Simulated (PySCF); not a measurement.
# Charge on either side of a bond

Species: C6H8N2OSi.
SMILES with atom numbers: `[CH2:1]=[CH:2][C@@H:3]([CH2:4][C:5]#[N:6])[O:7][SiH2:8][C:9]#[N:10]` (hydrogens: H11, H12 on C1; H13 on C2; H14 on C3; H15, H16 on C4; H17, H18 on Si8)

Geometry (GFN2-xTB, Å), atoms numbered from 1 in this order:
```xyz
18
C6H8N2OSi angstrom
C     -1.133   -1.937   -1.005
C     -1.159   -1.048   -0.032
C     -0.453    0.277   -0.097
C     -1.443    1.437    0.136
C     -0.790    2.696   -0.108
N     -0.239    3.676   -0.314
O      0.520    0.326    0.918
Si     2.125    0.140    0.864
C      2.546   -1.526    0.107
N      2.774   -2.539   -0.376
H     -0.617   -1.749   -1.932
H     -1.626   -2.889   -0.916
H     -1.660   -1.247    0.905
H      0.018    0.396   -1.081
H     -2.299    1.333   -0.535
H     -1.788    1.409    1.173
H      2.432    0.132    2.282
H      2.783    1.119    0.001
```

Atomic charges (e) from the PBE0/pcSseg-1 density (PySCF):

```tsv
atom	Mulliken	IAO	Hirshfeld	ESP-fitted
C1	-0.0980	-0.2889	-0.0780	-0.3447
C2	-0.1611	-0.1581	-0.0472	-0.2408
C3	+0.0126	+0.1073	+0.0637	+0.4164
C4	-0.1216	-0.3074	-0.0463	-0.6493
C5	+0.0496	+0.1427	+0.0836	+0.5159
N6	-0.2424	-0.2462	-0.2274	-0.5038
O7	-0.6164	-0.6384	-0.2082	-0.4314
Si8	+0.9093	+1.0181	+0.4550	+0.5786
C9	-0.2174	-0.1845	-0.0373	+0.1326
N10	-0.1987	-0.1880	-0.1940	-0.3678
H11	+0.1241	+0.1539	+0.0530	+0.1707
H12	+0.1298	+0.1647	+0.0588	+0.1840
H13	+0.1138	+0.1517	+0.0504	+0.1695
H14	+0.1247	+0.1306	+0.0453	+0.0631
H15	+0.1789	+0.1865	+0.0710	+0.2226
H16	+0.1759	+0.1871	+0.0697	+0.2352
H17	-0.0894	-0.1064	-0.0543	-0.0709
H18	-0.0737	-0.1245	-0.0578	-0.0797
```

Task: Cut each of the bonds C1–C2, C2–C3, C4–C3, C5–C4, O7–C3, Si8–O7 and C9–Si8 in turn and sum the charges on the side of the atom named first.

Result: In e; the other side holds the opposite charge:

```csv
bond cut,piece,atoms,Mulliken,IAO,Hirshfeld,ESP-fitted
C1–C2,CH2,3,+0.156,+0.030,+0.034,+0.010
C2–C3,C2H3,5,+0.109,+0.023,+0.037,-0.061
C4–C3,C2H2N,5,+0.040,-0.037,-0.049,-0.179
C5–C4,CN,2,-0.193,-0.104,-0.144,+0.012
O7–C3,CH2NOSi,6,-0.286,-0.224,-0.097,-0.239
Si8–O7,CH2NSi,5,+0.330,+0.415,+0.112,+0.193
C9–Si8,CN,2,-0.416,-0.372,-0.231,-0.235
```

Extremes among these pieces. Mulliken: lowest CN at C9, highest CH2NSi at Si8; IAO: lowest CN at C9, highest CH2NSi at Si8; Hirshfeld: lowest CN at C9, highest CH2NSi at Si8; ESP-fitted: lowest CH2NOSi at O7, highest CH2NSi at Si8.

Task: Do the schemes agree better on the pieces than on the single atoms at the cuts?

Result: The spread between schemes averages 0.203 e for the pieces and 0.410 e for the atoms named first; it is smaller for the piece at 7 of the 7 cuts. On average they agree better on the pieces. The sign differs between schemes (beyond ±0.03 e) for C2H3 at C2 and C2H2N at C4.

Geometry: GFN2-xTB, one conformer, isolated molecule.
